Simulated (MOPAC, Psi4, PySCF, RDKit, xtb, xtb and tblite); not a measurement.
Two geometries of SMILES BC[SiH2]c1cccs1 (C5H9BSSi), relaxed at GFN2-xTB with one dihedral held; other torsions can differ between them too.

Structure A

```
17

B      3.4302     0.3947     0.5127
C      1.8947     0.5037     0.3985
Si     1.4311     2.2865     0.9131
C     -0.4391     2.4207     0.8593
C     -1.3936     1.5242     0.4744
C     -2.7130     2.0128     0.5775
C     -2.7547     3.2871     1.0435
S     -1.1836     3.9059     1.3618
H      3.9300    -0.1837     1.3990
H      4.1087     0.8857    -0.3051
H      1.5367     0.3966    -0.6251
H      1.3413    -0.1935     1.0248
H      1.8805     2.5944     2.2789
H      1.9974     3.2811    -0.0085
H     -1.1570     0.5347     0.1244
H     -3.5870     1.4422     0.3174
H     -3.6121     3.9055     1.2218
```

Structure B

```
17

B     -1.2907     0.1858    -0.8414
C     -1.8957     0.4405     0.5798
Si    -1.2873    -0.6350     2.0241
C      0.5503    -0.3266     2.2355
C      1.4111     0.3359     1.4092
C      2.7437     0.3610     1.8722
C      2.8895    -0.2874     3.0562
S      1.4018    -0.9368     3.6194
H     -0.6908    -0.7900    -1.0818
H     -1.4001     1.0030    -1.6748
H     -2.9644     0.2261     0.4733
H     -1.8631     1.4992     0.8438
H     -1.5155    -2.0632     1.7646
H     -1.9788    -0.2549     3.2660
H      1.0890     0.7905     0.4877
H      3.5530     0.8392     1.3490
H      3.7795    -0.4254     3.6377
```

Question: Which is lower in energy at the level B3LYP-D3(BJ)/def2-SVP // GFN2-xTB (Psi4 1.11), and by how much?

Answer: A is lower, by 13.19 kJ/mol (dihedral H9–B1–C2–Si3: 105° in A, 15° in B).

E(B) − E(A) in kJ/mol at the other levels, on the same two geometries: GFN2-xTB (xtb and tblite) 14.84; B3LYP/def2-SVP // GFN2-xTB (Psi4) 14.70; PBE/def2-SVP // GFN2-xTB (Psi4) 16.03; PBE-D3(BJ)/def2-SVP // GFN2-xTB (Psi4) 15.07; UFF // GFN2-xTB (RDKit) 2.14; PM6, restricted, heats of formation // GFN2-xTB (MOPAC) 5.34; PM3, restricted, heats of formation // GFN2-xTB (MOPAC) 16.69; GFN1-xTB // GFN2-xTB (xtb) 19.04; restricted B3LYP/6-31G*, spherical d, density fitting // GFN2-xTB (PySCF) 15.95; restricted MP2 (frozen core)/6-31G*, spherical d // GFN2-xTB (PySCF) 16.27; restricted Hartree-Fock/6-31G*, spherical d, density fitting // GFN2-xTB (PySCF) 12.38; restricted LDA (SVWN5)/6-31G*, spherical d, density fitting // GFN2-xTB (PySCF) 17.04.
